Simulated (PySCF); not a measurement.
A GIAO shielding run with PySCF (density fitting, non-relativistic, gas phase) on SMILES C1[Si@@H]([C@@H](CC#C)C)[C@@H]1F, C7H11FSi:

```
$ OMP_NUM_THREADS=1 python probes_run.py task.json out

{"job": {"kind": "nmr", "xc": "PBE0", "basis": "pcSseg-1"}, "charge": 0, "multiplicity": 1}
C      2.432309    -1.760757    -0.167705
C      2.230414    -0.594412     0.008889
C      1.942061     0.809797     0.205415
C      0.462057     1.120854    -0.063091
C      0.134197     0.912764    -1.539814
Si    -0.635690     0.061679     1.073688
C     -1.696951    -1.344572     0.397932
C     -2.491428    -0.069341     0.697603
F     -3.383623    -0.180530     1.738749
H      2.630799    -2.779788    -0.316306
H      2.574188     1.399390    -0.467106
H      2.198304     1.081408     1.233747
H      0.308449     2.179596     0.173702
H      0.340506    -0.114733    -1.831138
H     -0.912669     1.128603    -1.740350
H      0.741909     1.569949    -2.161361
H     -0.267985     0.001393     2.478962
H     -1.670113    -1.644928    -0.639728
H     -1.937615    -2.174965     1.045689
H     -3.004266     0.409274    -0.130811
```

Hardware: 1 thread of an Arm Neoverse N1, shared host. The job also computes population analyses, field gradients, ring-centre shieldings.

Q: How large is the calculation?

A: 76 electrons, 215 basis functions and 1133 auxiliary functions.

Q: How long does it take, and how much memory does it need?

A: 70 s of wall time, with 14 SCF cycles and 5 response iterations; peak memory 1 GiB. Times on a shared host scatter by some tens of per cent.
